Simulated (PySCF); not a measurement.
5-methylidene-2H-1,3-oxazole (C₄H₅NO), SMILES C=C1C=NCO1.

Geometry: ωB97X-D3(BJ)/def2-SVP. Other conformers were not sampled.

Calculation: B3LYP/def2-TZVP (PySCF).

Isolated molecule, no solvent.

The total energy is -285.47959 hartree and the point group is Cs. The highest occupied level is -6.49 eV and the lowest empty level comes out as -1.51 eV. The orbital gap is 4.98 eV. The dipole moment is 0.47 D. The quadrupole, principal values (traceless, Buckingham form, about the centre of nuclear charge) is -6.41, -1.49, 7.91 D·Å, the mean static polarisability is 59.2 bohr³ (8.77 Å³) and the polarisability, principal values comes out as 37.4, 51.0, 89.3 bohr³.
